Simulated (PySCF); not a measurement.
Input of a run (PBE0-D3(BJ)/def2-SVP geometry optimisation, gas phase (PySCF 2.14.0)), started from GFN2-xTB:
```
{"job": {"xc": "PBE0", "basis": "def2-SVP", "d3": "d3bj", "grid": 1, "maxiter": 30, "shake": 0.01, "kind": "geom"}, "charge": 0, "multiplicity": 1}
F      1.240210     1.732120     0.756830
C      0.594190     0.532090     0.758770
C     -0.917620     0.617380     0.419170
P     -0.698590    -0.868550    -0.677590
Se    -1.617070    -1.052580    -2.546330
C      1.035020    -0.363560    -0.402490
H      0.806280     0.096480     1.744260
H     -1.571890     0.597100     1.263250
H     -1.104870     1.509740    -0.159700
H     -0.890870    -1.933950     0.235630
H      1.775340    -1.130780    -0.164760
H      1.389550     0.236240    -1.236070
```

Output (energies in Eh, forces in Eh/bohr):
```
step   0  E = -2959.47326805  max force = 0.027752
step   1  E = -2959.47626430  max force = 0.004548
step   2  E = -2959.47642611  max force = 0.001132
step   3  E = -2959.47647311  max force = 0.000619
step   4  E = -2959.47650842  max force = 0.000881
step   5  E = -2959.47653256  max force = 0.000705
step   6  E = -2959.47654882  max force = 0.000352
step   7  E = -2959.47655583  max force = 0.000300
optimisation converged
```

Question: Summarise the run.

Answer: The energy falls by 2.1 kcal/mol over 8 energy and gradient evaluations, the largest force component goes from 0.0278 to 3.0e-04 Eh/bohr, and the atoms move by 0.098 Å rms after alignment. The bond that changes most is C3–H8 (sp3 carbon bound to phosphorus to methylene hydrogen), which lengthens by 0.030 Å. Bonds longer at the end by more than 0.005 Å: 6 of 12; shorter: 3. Among the angles that change most is P4–C3–H9, from 111.4° to 107.2°. Among the dihedrals that turn most is H7–C2–C6–H12, from -145° to -157°. The energy never rose by more than 1e-6 Eh on the way. The first step brought 91 % of the lowering.

Question: What are the final bond lengths?

Answer: F1–C2 1.366 Å, C2–C3 1.534 Å, C3–P4 1.852 Å, P4=Se5 2.078 Å, P4–C6 1.851 Å, C2–C6 1.534 Å, C2–H7 1.103 Å, C3–H8 1.098 Å, C3–H9 1.101 Å, P4–H10 1.424 Å, C6–H11 1.097 Å, C6–H12 1.101 Å. Numbering counts from 1 in the input's order; the species is `F[C@H]1C[P@@H](=[Se])C1`.

The run used 136 basis functions and 47 SCF cycles in all. Time: 69 s wall; peak memory 0.61 GiB. Hardware: one thread, Arm Neoverse V2 (aarch64), shared host.

Not checked by PBE0-D3(BJ)/def2-SVP frequencies. The numbers are those of one conformer.
